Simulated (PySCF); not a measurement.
A calculated (UHF, PySCF 2.14, 6-31G*, the non-relativistic Hamiltonian (point nucleus)) atom or ion has these occupied shells.

```csv
shell,electrons,orbital energy (eV),"rms radius, mean of both spins (bohr)"
1s α,1,-3241.6,0.0998
1s β,1,-3241.2,0.0998
2s α,1,-349.40,0.448
2s β,1,-349.01,0.448
2p α,3,-274.69,0.417
2p β,3,-274.00,0.417
3s α,1,-48.554,1.49
3s β,1,-44.717,1.49
3p α,3,-29.150,1.70
3p β,2,-27.564,1.70
```

**Question.** Name the element and its charge.

**Answer.** Ar⁺ (argon, charge +1), in [Ne] 3s2 3p5, 2P determinant.
